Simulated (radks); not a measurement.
All-electron atom: the rubidium ion Rb10+ in [Ar] 3d9.

Method: Dirac Kohn-Sham, BLYP, spin-unpolarised, spherical densities, finite nucleus; open shells fill j = l - 1/2 first; Fermi nuclear charge, rms radius 4.2036 fm; computed with a radial shooting solver on a logarithmic mesh with Libxc functionals.

Energy parts (Ry):
total: -5894.96656
kinetic: 6064.91593
electron-nucleus: -13826.27313
Hartree: 2056.66698
exchange-correlation: -190.27635

Orbitals (lengths in bohr, moments of r in powers of bohr; r(90%) holds 90 % of the orbital's charge):
orbital,occ.,eigenvalue (Ry),r(90%),<r>,<r^4>
1s1/2,2,-1120.120,0.0721,0.04029,0.00001234
2s1/2,2,-162.6344,0.275,0.1774,0.002389
2p1/2,2,-148.9805,0.249,0.1521,0.001623
2p3/2,4,-144.5020,0.254,0.1562,0.001772
3s1/2,2,-36.13007,0.744,0.5024,0.1298
3p1/2,2,-31.21777,0.758,0.5004,0.1390
3p3/2,4,-30.51433,0.772,0.5100,0.1494
3d3/2,4,-21.92992,0.796,0.4958,0.1691
3d5/2,5,-21.80518,0.800,0.4989,0.1729
4s1/2,0,-13.63152,1.68,1.182,3.460
4p1/2,0,-12.09837,1.78,1.243,4.313
4p3/2,0,-11.95453,1.80,1.259,4.517

The highest occupied level is 3d5/2 at -296.67 eV. The electron density at the nucleus is 5.489e+04 e/bohr^3.
